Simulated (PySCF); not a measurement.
Delta-SCF ions had no search for a lower state. Excitations are Tamm–Dancoff values on a coarser integration grid. The basis has no diffuse functions, so Rydberg states are missing or too high.

Z-matrix (Å, degrees):
```
C
H 1 1.0849
H 1 1.0849 2 117.16
C 1 1.4451 2 120.70 3 -166.39
O 4 1.1855 1 154.61 2 82.95
O 4 1.3309 5 138.70 1 -180.00
```
Charge 0, multiplicity 1.

**Question.** What total energy, vertical ionisation energy (Delta-SCF), T1 excitation (TDA), dipole moment, HOMO–LUMO gap, HOMO, S1–T1 gap (TDA) and LUMO does PBE-D3(BJ)/def2-TZVP // r2SCAN-D4/def2-TZVP run with PySCF give?

**Answer.** 
- total energy = -227.6646 Ha
- vertical ionisation energy (Delta-SCF) = 10.76 eV
- T1 excitation (TDA) = 5.12 eV
- dipole moment = 3.12 D
- HOMO–LUMO gap = 5.46 eV
- HOMO = -6.75 eV
- S1–T1 gap (TDA) = 0.57 eV
- LUMO = -1.30 eV
